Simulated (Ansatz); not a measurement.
A nudged elastic band was laid between two geometries of AlBrFH$_{3}$ (6 atoms, charge 0, multiplicity 1).

The calculation used RKS PBE0/def2-SVP in Ansatz 0.2.0.

```json
{
 "movable images": "5",
 "climbing image": "from the first iteration",
 "spring": "5.0 eV/Å²",
 "optimiser": "fire",
 "start path": "through a guess of the saddle point",
 "force threshold": "0.05 eV/Å",
 "iteration limit": "60",
 "end points": "relaxed"
}
```

Initial state:

```xyz
6
Properties=species:S:1:pos:R:3
Al 0.005 0.024 0.019
F 0.004 0.318 1.693
H 1.409 0.143 -0.701
H -1.411 0.064 -0.686
Br 0.090 -2.624 0.953
H 0.069 -1.682 2.041
```

Final state:

```xyz
6
Properties=species:S:1:pos:R:3
Al 0.017 -0.396 -0.110
F 0.017 -0.022 1.876
H 1.409 0.169 -0.591
H -1.411 0.087 -0.576
Br 0.087 -2.632 0.634
H 0.047 -0.964 2.086
```

Question: Which bonds break or form, and what moves?

Answer: Bonds broken: Br5–H6. Bonds formed: F2–H6.

Question: What energy profile does the band end with?

Answer: The run converged. The highest image is number 3 of 0 to 6, 0.053 eV above the first end and 0.248 eV above the last; the last end lies 0.195 eV below the first. Another band between the same ends (5 images) ends at a top of the same energy, where a vibrational analysis finds 1 clearly imaginary mode. The orbitals stay closed-shell, which can raise the energy where a bond breaks towards radicals; this wasn't checked here.

```json
{"image": "0", "path coordinate (Å)": "0.00", "energy (eV)": "0.000", "Br5–H6 (Å)": "1.44", "F2–H6 (Å)": "2.03"}
{"image": "1", "path coordinate (Å)": "0.20", "energy (eV)": "0.005", "Br5–H6 (Å)": "1.45", "F2–H6 (Å)": "1.80"}
{"image": "2", "path coordinate (Å)": "0.39", "energy (eV)": "0.028", "Br5–H6 (Å)": "1.49", "F2–H6 (Å)": "1.57"}
{"image": "3", "path coordinate (Å)": "0.57", "energy (eV)": "0.053", "Br5–H6 (Å)": "1.57", "F2–H6 (Å)": "1.35"}
{"image": "4", "path coordinate (Å)": "0.79", "energy (eV)": "-0.035", "Br5–H6 (Å)": "1.76", "F2–H6 (Å)": "1.12"}
{"image": "5", "path coordinate (Å)": "1.01", "energy (eV)": "-0.162", "Br5–H6 (Å)": "1.98", "F2–H6 (Å)": "1.00"}
{"image": "6", "path coordinate (Å)": "1.21", "energy (eV)": "-0.195", "Br5–H6 (Å)": "2.21", "F2–H6 (Å)": "0.96"}
```

Question: What is the geometry of the highest image?

Answer: 
```xyz
6
Properties=species:S:1:pos:R:3
Al 0.008 -0.155 0.004
F 0.009 0.060 1.776
H 1.419 0.135 -0.637
H -1.421 0.075 -0.621
Br 0.094 -2.584 0.954
H 0.057 -1.289 1.844
```

The run took 5.6 min on 1 thread of Arm Neoverse V2, on a shared host, peak memory 0.17 GiB.
